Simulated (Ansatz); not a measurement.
`N[SiH2]C[SiH](N)Cl` + `C=N` → `C=N[SiH2]N` + `C[SiH](N)Cl`  (ligand exchange at the Si–C bond)

Program: Ansatz. Geometries: PBE0-D4/def2-TZVP. ΔE: electronic, gas phase. CCSD(T)/CBS is the MP2 limit (def2-TZVPP, def2-QZVPP) plus CCSD(T) − MP2 in def2-TZVPP, frozen cores. This one scheme is used for every species. Functionals use def2-TZVPP. B3LYP here is the variant with VWN-RPA as its local correlation; programs differ in this. One conformer a species, not always the lowest.

Q: Is it downhill or uphill in electronic energy at CCSD(T)/CBS, and by how much? (Best estimate.)

A: Computed: Downhill: ΔE = -0.29 eV.

Q: What do these levels give: PBE-D4, r2SCAN-D4, PBE0-D4, ωB97M-V, B2PLYP, PBE, PBE0, B3LYP, CCSD/def2-TZVPP, HF/CBS(def2), MP2/CBS(def2), CCSD/CBS(def2)? (Best estimate.)

A: The calculation gave: PBE-D4 -0.24, r2SCAN-D4 -0.31, PBE0-D4 -0.25, ωB97M-V -0.28, B2PLYP -0.41, PBE -0.34, PBE0 -0.34, B3LYP -0.46, CCSD/def2-TZVPP -0.31, HF/CBS(def2) -0.57, MP2/CBS(def2) -0.31, CCSD/CBS(def2) -0.32 eV.

Largest T1 diagnostic among the species: 0.012.

The D4 term adds +0.15 eV with B3LYP and +0.09 eV with PBE0; it sums over pairs of atoms, weighted by their polarisabilities, and B3LYP, whose exchange is more repulsive, gets the larger term. In def2-TZVPP, CCSD(T) changes the Hartree–Fock value by +0.27 eV (the triples alone add +0.03 eV) and MP2 by +0.25 eV.
